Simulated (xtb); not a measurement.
xtb input:

```bash
xtb mol.xyz --gfn 2 --ohess tight --chrg -1 --uhf 0
```
mol.xyz:
```
12

Si     0.88690380     0.77479802    -0.29842779
C      1.96257010    -0.83013240    -0.21320607
Cl     1.77710909     2.26062299     0.69270619
N     -0.63264085     0.47176384     0.42900226
Si    -1.90815700    -0.61373254     0.08782077
H      0.66182145     1.18403464    -1.67758422
H      2.90207520    -0.67845778    -0.77788114
H      2.15329693    -1.06088242     0.78822844
H     -0.92736320     1.18849702     1.11210045
H     -2.80418418    -0.66273647     1.29270084
H     -1.28510154    -1.88505969    -0.25616219
H     -2.66472507    -0.15527032    -1.08681376
```

Task: Predict the final energy.

Result: -16.88190 Eh (GFN2-xTB).

It need not be the lowest isomer of its formula. Whether it binds its extra electron was not tested at this geometry.
